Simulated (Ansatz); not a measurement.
Total energies of `N[Si]([S])(Cl)Cl` radical.

Z-matrix (Å, degrees):
```
Si
S 1 2.088
Cl 1 2.039 2 112.0
N 1 1.699 2 106.5 3 119.0
Cl 1 2.039 2 112.2 3 -122.3
H 4 1.007 1 121.4 2 79.4
H 4 1.007 1 121.4 2 -77.1
```

Total charge 0; spin multiplicity 2. All single points use the PBE0-D4/def2-TZVP geometry. It is one conformer, not always the lowest. Basis def2-TZVPP, Ansatz.

RPA on PBE orbitals: Hartree–Fock energy of these orbitals -1661.23068 Eh, correlation -1.40943 Eh (frozen core).

```csv
functional,energy without D4 (Eh),D4 term (kJ/mol)
LDA (SPW92),-1658.30938,–
revPBE,-1663.92917,-69.8
r2SCAN,-1664.11592,-6.1
B97M-V,-1663.83300,–
PBE0,-1663.62890,-23.2
B3LYP,-1664.31445,-44.6
r2SCAN0,-1664.09356,-7.5
HSE06 (plane-wave form),-1663.59731,-21.9
B2PLYP,-1663.70498,–
PBE-QIDH,-1663.28502,–
```

Give the same for PBE, BLYP, r2SCANh, BHLYP, CAM-B3LYP, LC-ωPBE, ωB97X-V, ωB97M-V. (Estimate.)

Ansatz gave: 
```tsv
functional	energy without D4 (Eh)	D4 term (kJ/mol)
PBE	-1663.49337	-27.1
BLYP	-1664.22369	-58.6
r2SCANh	-1664.10635	-6.7
BHLYP	-1664.22151	-37.9
CAM-B3LYP	-1664.27227	-24.1
LC-ωPBE	-1663.75917	–
ωB97X-V	-1663.98991	–
ωB97M-V	-1664.15301	–
```

B3LYP takes the VWN-RPA correlation (the form of Gaussian; ORCA's B3LYP/G). HSE06 is the plane-wave form, built on full-range PBE exchange. The double hybrids freeze the cores in their second-order part.

LC-ωPBE has ω = 0.4 bohr⁻¹.
